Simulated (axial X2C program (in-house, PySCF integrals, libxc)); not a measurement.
## Working with the constants of NaRb⁺

A bond curve at the CCSD(T) level, 2c, was computed with an axial X2C code built on PySCF integrals (basis Rb dyall-cv3z [12s13p8d4f1g], Na dyall-cv3z [9s8p5d2f] (cores contracted in-house)) for the state Ω = 1/2 (⟨Sz⟩ = 0.50, ⟨Lz⟩ = 0.00 at HF). Its fit gives Re = 4.3006 Å, ωe = 76.9 cm⁻¹, ωexe = 0.267 cm⁻¹ and αe = 2.397e-04 cm⁻¹; the masses are 84.9118 and 22.9898 u. Two-component means X2C with spin–orbit coupling and atomic mean-field Coulomb and Gaunt terms.

Correlated methods: 9 electrons correlated (number of frozen shells: Rb 3 s, 2 p, 1 d; Na 2 s, 1 p), 285 virtual spin orbitals or spinors in MP2, 77 natural virtuals in coupled cluster.

Task: Find the reduced mass, Be and the force constant.

Result: From the CCSD(T) values: μ = 18.0915 u. Be = 16.8576/(μ Re²) = 0.05038 cm⁻¹. k = 5.8918×10⁻⁷ μ ωe² = 0.063 mdyn/Å.

Task: Where do the fundamental and the first overtone lie?

Result: ν(1←0) = ωe − 2ωexe = 76.4 cm⁻¹; ν(2←0) = 2ωe − 6ωexe = 152.2 cm⁻¹.

Task: Estimate the centrifugal constant by the Kratzer relation.

Result: D = 4Be³/ωe² = 8.65e-08 cm⁻¹.

Task: A Morse curve ties αe to the other constants (Pekeris). How well does that hold?

Result: αe(Morse) = 6Be²/ωe × (√(ωexe/Be) − 1) = 2.579e-04 cm⁻¹; the CCSD(T) curve gives 2.397e-04 cm⁻¹, a ratio of 1.08.

Task: Estimate De from a Morse curve and compare with the computed well depth of 0.512 eV to Rb+ + Na.

Result: De(Morse) = ωe²/(4ωexe) = 0.687 eV against 0.512 eV computed, a ratio of 1.34. The extrapolation overshoots: the well softens faster than a Morse curve, or the lowest atomic limit lies below the one to which the curve heads.

One determinant describes the state; a PBE0 search over occupations chose it and may have missed a lower one. De is counted from the lowest determinant-based energies of the atoms at the same level, without counterpoise correction. CCSD and (T) use frozen natural virtuals with an MP2 correction for the truncation; (T) itself is uncorrected, so its De runs slightly low. With the outer-core shells frozen, correlated bond lengths of heavy atoms tend to come out a few hundredths of an ångström too long.
